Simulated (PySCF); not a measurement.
C₆H₁₀FO (doublet state).
Structure used (GFN2-xTB), in Å, numbered top down from 1:
```
atom  x, y, z in Å
C1    -2.6272    0.5516   -0.3493
O2    -2.0064   -0.7091   -0.3111
C3    -0.6461   -0.7826   -0.2697
C4    -0.1623   -2.1964   -0.2524
C5     0.1992    0.3105   -0.2467
C6     1.5709    0.2441   -0.2219
C7     2.4448    1.4489   -0.1979
F8     1.7288    2.6195   -0.1224
H9    -3.6960    0.3533   -0.4163
H10   -2.4205    1.1275    0.5585
H11   -2.3099    1.1288   -1.2234
H12    0.4238   -2.3919    0.6453
H13   -1.0177   -2.8655   -0.2711
H14    0.4686   -2.4001   -1.1174
H15   -0.2329    1.3006   -0.2434
H16    2.0984   -0.6945   -0.2325
H17    3.1186    1.4405    0.6718
H18    3.0571    1.5212   -1.1101
```

The hyperfine couplings belong to this conformer and change with its torsions.

Identity: `CO/C(C)=C/[CH]CF` [radical].

Method: UKS B3LYP, pcH-1 on C F H O, non-relativistic, mean-field spin-orbit, GIAO in PySCF 2.14.0. One conformer (not necessarily the lowest) at the GFN2-xTB geometry, without solvent, vibrations or thermal averaging. A GFN2-xTB geometry isn't a minimum of the functional, and hyperfine couplings can be far from their values at a DFT geometry. The SCF solution wasn't tested for stability.

(1) Match the computed a_iso(13C) values +52.6, +50.1, -43.6, -25.3, -18.4, -3.5 MHz with the sites C1; C3; C4; C5; C6; C7.

(2) Match the computed a_iso(1H) values +69.8, -38.0, +29.8, +9.1, +5.8 MHz (means over equivalent nuclei) with the sites H9/H10/H11; H12/H13/H14; H15; H16; H17/H18.

## Answers

(1) 
```json
{"site": "C1", "a_iso (MHz)": "-3.5", "ρ(0) (bohr⁻³)": "-0.0032", "position": "2 bonds from C3", "distance from C6 (Å)": "4.21", "spin population": "-0.01", "largest |T| (MHz)": "1.6"}
{"site": "C3", "a_iso (MHz)": "+50.1", "ρ(0) (bohr⁻³)": "+0.0446", "position": "a main spin site", "distance from C6 (Å)": "2.44", "spin population": "+0.51", "largest |T| (MHz)": "91.9"}
{"site": "C4", "a_iso (MHz)": "-18.4", "ρ(0) (bohr⁻³)": "-0.0163", "position": "1 bond from C3", "distance from C6 (Å)": "2.99", "spin population": "-0.04", "largest |T| (MHz)": "1.1"}
{"site": "C5", "a_iso (MHz)": "-43.6", "ρ(0) (bohr⁻³)": "-0.0388", "position": "1 bond from C6", "distance from C6 (Å)": "1.37", "spin population": "-0.21", "largest |T| (MHz)": "21.8"}
{"site": "C6", "a_iso (MHz)": "+52.6", "ρ(0) (bohr⁻³)": "+0.0468", "position": "largest spin population", "distance from C6 (Å)": "0.00", "spin population": "+0.62", "largest |T| (MHz)": "98.3"}
{"site": "C7", "a_iso (MHz)": "-25.3", "ρ(0) (bohr⁻³)": "-0.0225", "position": "1 bond from C6", "distance from C6 (Å)": "1.49", "spin population": "-0.05", "largest |T| (MHz)": "1.3"}
```

(2) 
```
       site  a_iso (MHz)  ρ(0) (bohr⁻³)                                         position  distance from C6 (Å)  bound to  spin population there  largest |T| (MHz)
 H9/H10/H11         +5.8        +0.0013                                  3 bonds from C3                  4.51        C1                  -0.01                4.1
H12/H13/H14        +29.8        +0.0067                                  2 bonds from C3                  3.35        C4                  -0.04                5.2
        H15         +9.1        +0.0020  2 bonds from C6, on C5 of spin population -0.21                  2.09        C5                  -0.21                5.4
        H16        -38.0        -0.0085                                   1 bond from C6                  1.08        C6                  +0.62               22.0
    H17/H18        +69.8        +0.0156                                  2 bonds from C6                  2.15        C7                  -0.05                5.7
```

ρ(0) is the spin density at the nucleus and T the dipolar tensor; entries for several nuclei are means. Largest spin populations (Mulliken): C6 (+0.62), C3 (+0.51), C5 (-0.21) and O2 (+0.08). The positive populations add up to 1.34 and the negative ones to -0.34, together 2S = 1. The angles at C6 add up to 360.0°, so it is planar; its axial dipolar tensor and the negative coupling of its proton fit spin in a p orbital normal to that plane. Main spin sites, with 60 % or more of the largest population: C3, C6; positions count bonds from the nearest.

Nuclei that the bonding pattern makes equivalent are averaged, as if the motion that swaps them (rotation, inversion, ring flip) were fast. The three 1H nuclei of mean +29.8 MHz run from 1.2 to 44.8 MHz in the frozen geometry. The three 1H nuclei of mean +5.8 MHz run from -1.1 to 9.7 MHz in the frozen geometry.
